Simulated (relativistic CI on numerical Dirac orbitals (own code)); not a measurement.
**Xe³⁺: what numerical and physical settings do to a radial Dirac CI calculation**

Reference input:

```
atom Xe  Z=54  charge=3  electrons=51
nucleus A=132  rms_radius_fm=4.7859
hamiltonian dirac-coulomb  breit=on  qed=on  c_scale=1
orbitals kli  potential=per-configuration
slater_scale 1
correlation none
mixing on
grid step=0.0125 r_max=50.3
scf mixing=0.4 start=green max_iterations=150 tolerance=2e-08 node_fill=0.05
configurations
  [Kr] 4d10 5s2 5p3
end
```

Computed lowest total energy -7435.02808 Ha, first excitation 17213.6 cm⁻¹, 11 SCF steps. Runs with settings changed; * marks those that are bad on purpose (the QED terms keep the true α when c is scaled):

```tsv
Changed	Outcome	Lowest level	ΔE (Ha)	First excitation (cm⁻¹)	SCF steps	Message
speed of light × 0.8	converged	5p3 4S°_3/2	-133	19168.4	12	
node fill of the KLI weights 0	converged	5p3 4S°_3/2	0.00545	17242.9	11	
SCF tolerance 1e-05	converged	5p3 4S°_3/2	-1.25e-07	17213.6	9	
SCF mixing 0.7	converged	5p3 4S°_3/2	3.89e-10	17213.6	10	
SCF mixing 0.001 *	converged	5p3 4S°_3/2	5.28e-10	17213.6	21	
grid step 0.08 *	converged	5p3 4S°_3/2	0.0015	17213.6	11
```

With so few configurations and no correlation, terms lie too far apart (by 10 to 50 % near neutrality), their order can be wrong, and levels of other configurations are missing.
